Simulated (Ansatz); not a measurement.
Mulliken charges of `C#C[SiH2]F` from PBE/def2-TZVPP in Ansatz (PBE0-D4/def2-TZVP geometry).

| atom | x (Å) | y (Å) | z (Å) | charge (e) |
| --- | --- | --- | --- | --- |
| C1 | -0.327 | -1.840 | -0.639 | -0.007 |
| C2 | -0.123 | -0.715 | -0.253 | -0.323 |
| Si3 | 0.208 | 0.961 | 0.364 | 0.537 |
| F4 | -0.412 | 2.024 | -0.651 | -0.277 |
| H5 | -0.511 | -2.832 | -0.983 | 0.209 |
| H6 | -0.441 | 1.146 | 1.680 | -0.069 |
| H7 | 1.667 | 1.188 | 0.437 | -0.069 |

By hand: the dipole of these point charges (1 e Å = 4.8032 D).

Σ q r = (0.076, -0.554, 0.110) e Å, of length 0.570 e Å = 2.74 D.

How does the dipole of the full density compare? (Estimate.)

Ansatz gave: (0.066, -0.303, 0.103) e Å, 1.57 D; the point charges give 1.75 times that, at 8° from its direction.

Point charges leave out the atoms' own dipoles, such as those of lone pairs, and Mulliken's split depends on the basis, so the two needn't agree.
